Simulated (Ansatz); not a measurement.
dimethyl telluride (C₂H₆Te), singlet, geometry from GFN2-xTB (core potentials on Te); B3LYP/def2-SV(P) (Ansatz, an electronic-structure program).

Here is a job for Ansatz.
Ansatz 0.2 input:
```yaml
crystal:
  periodic: [false, false, false]
  atoms:
    - {symbol: C, position_ang: [1.51403960, -0.61814695, 0.97361016]}
    - {symbol: Te, position_ang: [0.01637111, 0.19648656, -0.35400888]}
    - {symbol: C, position_ang: [-1.60205503, -0.43829160, 0.92933228]}
    - {symbol: H, position_ang: [1.38011691, -1.68745138, 1.07645886]}
    - {symbol: H, position_ang: [2.48866467, -0.41855255, 0.54994310]}
    - {symbol: H, position_ang: [1.44343271, -0.14926988, 1.94678120]}
    - {symbol: H, position_ang: [-1.59498997, -1.51573359, 1.03418433]}
    - {symbol: H, position_ang: [-2.53486000, -0.12860379, 0.47856174]}
    - {symbol: H, position_ang: [-1.50556944, 0.02094119, 1.90487761]}
basis:
  gaussian:
    orbitals: def2-SV_P_.json
hamiltonian:
  xc: b3lyp
```
The basis file holds def2-SV(P) in the JSON format of the Basis Set Exchange.

### Question
What does Ansatz print? Leave out banner, timings and long lists.

### Answer

```
Functional definition: B3LYP
813 factors; integrals over basis functions are off by at most 4.5e-4 eV
mean field evaluation 1: about -9456.0964 eV, gradient 6.0e1 eV
mean field evaluation 2: about -9445.6441 eV, gradient 8.1e1 eV
mean field evaluation 4: about -9465.1329 eV, gradient 1.7e0 eV
mean field evaluation 8: about -9465.2911 eV, gradient 7.6e-2 eV
mean field evaluation 16: about -9465.2911 eV, gradient 2.7e-5 eV
mean field -9465.29107634 eV, -347.8430312508 hartree, gradient 2.7e-5 eV, S^2 0.000000; 0 other end points of the search recorded, 0 dependent functions left out
reference -9465.29131099 eV, -347.8430398742 hartree; 21, 21 occupied and 45, 45 virtual orbitals, 813 factors
Total energy: -9465.29131099 eV, -347.8430398742 hartree
```
